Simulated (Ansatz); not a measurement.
The first iterations of a band of ClGeH3 + F (6 atoms, charge 0, multiplicity 2).

Method: Ansatz, UKS PBE0-D4/def2-SVP.

```
movable images  : 7
climbing image  : yes
spring          : 5.0 eV/Å²
optimiser       : quadratic models (default)
start path      : through a guess of the saddle point
force threshold : 0.05 eV/Å
iteration limit : 60
end points      : relaxed
```

Initial state:

```xyz
6
Properties=species:S:1:pos:R:3
Ge -0.072 0.000 0.251
Cl -1.164 0.000 2.158
H 1.415 0.000 0.586
H -0.532 1.269 -0.476
H -0.532 -1.269 -0.476
F 0.886 0.000 3.149
```

Final state:

```xyz
6
Properties=species:S:1:pos:R:3
Ge 0.213 0.000 0.384
Cl 0.771 -0.002 2.526
H 1.585 -0.001 -0.316
H -0.550 1.294 0.118
H -0.552 -1.294 0.116
F -1.465 0.002 2.363
```

| iteration | highest image above the first end (eV) | largest band force component (eV/Å) |
| --- | --- | --- |
| 1 | 4.472 | 12.700 |
| 2 | 2.701 | 7.496 |
| 3 | 1.551 | 4.153 |

Task: Does the band converge within its limit, and where does its top end?

Result: The forces met the threshold. It ended after 9 iterations with the highest image 0.338 eV above the first end. A vibrational analysis at the climbing image gives 2 clearly imaginary modes (83i, 83i cm⁻¹): a point of higher order, so a lower path passes nearby.

Run time: 2.9 min on 2 threads of Arm Neoverse V2, on a shared host, peak memory 0.29 GiB.
